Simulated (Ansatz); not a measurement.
`F[SiH2][SbH2]` + `[CH3][AlH][OH]` → `[CH3][AlH][SiH2][SbH2]` + `OF` at 298.15 K and 1 bar (formal exchange of groups at the Si–F bond).

Calculated with Ansatz (gas phase, PBE0-D4/def2-TZVP geometries, no zero-point term in ΔE). CCSD(T)/CBS is the MP2 limit (def2-TZVPP, def2-QZVPP) plus CCSD(T) − MP2 in def2-TZVPP, frozen cores. This one scheme is used for every species. def2 core potentials past Kr. For Sb outer-core shells are correlated without core-valence functions, which leaves a few kJ/mol of doubt a bond. Each species was taken in one conformer, which may not be the lowest.

```tsv
species	CCSD(T)/CBS energy (Eh)	H − E (kJ/mol)	S (J/(mol·K))
`F[SiH2][SbH2]`	-631.33896	105.1	328.6
`[CH3][AlH][OH]`	-358.31021	163.6	305.3
`[CH3][AlH][SiH2][SbH2]`	-813.96923	219.1	395.1
`OF`	-175.42775	47.4	226.1
```

H − E and S are ideal-gas, rigid-rotor, harmonic terms from PBE0-D4/def2-TZVP, for one conformer and one mirror image of each species. 1 Eh = 2625.50 kJ/mol, R = 8.31446 J/(mol·K).

By hand: ΔE, ΔH, ΔS and ΔG.

ΔE = (-813.96923) + (-175.42775) − (-631.33896) − (-358.31021) = 0.25219 Eh = 662.1 kJ/mol. Δ(H − E) = 219.1 + 47.4 − 105.1 − 163.6 = -2.2, so ΔH = 659.9 kJ/mol. ΔS = 395.1 + 226.1 − 328.6 − 305.3 = -12.7 J/(mol·K). ΔG = 659.9 − 298.15 × (-12.7)/1000 = 663.7 kJ/mol.

By hand: the equilibrium constant, and the temperature at which ΔG would vanish if ΔH and ΔS stayed fixed.

log₁₀ K = −ΔG/(RT ln 10) = -116.3. ΔH and −TΔS have one sign here, so there is no such temperature.

The number of gas molecules stays the same, so ΔS is small and ΔH decides. A doubt of 5 kJ/mol in ΔE shifts log₁₀ K by 0.9 here. Other conformers and mirror images would add mixing entropy, several J/(mol·K) or more a flexible species. Modes under 60 cm⁻¹, often nearly free rotors, make the harmonic entropy too high. These are equilibria of isolated gas molecules and say nothing of rates. Largest T1 diagnostic: 0.014 (customary marks: 0.02 for closed shells, 0.045 for open ones).

ΔS is within the doubt of such terms, so its sign, and with it that verdict, could turn.
